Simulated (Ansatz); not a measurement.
Job for Ansatz (a quantum-chemistry and plane-wave program): R-PBE0/def2-TZVPP on FGeHS (SMILES [F][Ge][SH]), a point of a torsion scan.

Ansatz 0.2 input:
```yaml
crystal:
  periodic: [false, false, false]
  atoms:
    - {symbol: F, position_ang: [1.68799341, -0.66662412, 0.25619024]}
    - {symbol: Ge, position_ang: [0.93820692, 0.93216925, -0.21502309]}
    - {symbol: S, position_ang: [-1.24351435, 0.46437169, 0.25915056]}
    - {symbol: H, position_ang: [-1.09813937, 0.90409599, 1.50738756]}
basis:
  gaussian:
    orbitals: def2-TZVPP
hamiltonian:
  xc: {name: PBE0}
scf: {lower_state_search: off}
```

The log:

```
WARN ansatz: RAYON_NUM_THREADS=1 ignored (pool sized by the plan → 1); use --threads N
Functional definition: PBE0
these checks for a lower state are left out or cut short: stability, starts, cluster_reference, orbital_swaps, neighbouring_geometries, increment
integrals: 0.06 GiB planned
931 factors; their error is unknown
mean field: 0.50 GiB planned
mean field evaluation 1: about -70072.5968 eV, gradient 4.3e1 eV
mean field evaluation 2: about -70055.4626 eV, gradient 1.1e2 eV
mean field evaluation 4: about -70075.7594 eV, gradient 5.6e0 eV
mean field evaluation 8: about -70076.1137 eV, gradient 1.4e-1 eV
mean field evaluation 16: about -70076.1137 eV, gradient 4.5e-6 eV
mean field -70076.11372028 eV, -2575.2496799245 hartree, gradient 4.5e-6 eV, S^2 0.000000; 0 other end points of the search recorded, 0 dependent functions left out
reference -70076.11374017 eV, -2575.2496806553 hartree; 29, 29 occupied and 106, 106 virtual orbitals, 931 factors
Total energy: -70076.11374017 eV, -2575.2496806553 hartree
Checks for a lower state left out: stability, starts, cluster_reference, orbital_swaps, neighbouring_geometries, increment
```

The run converged.

Cost: very roughly 1.4 core-seconds.
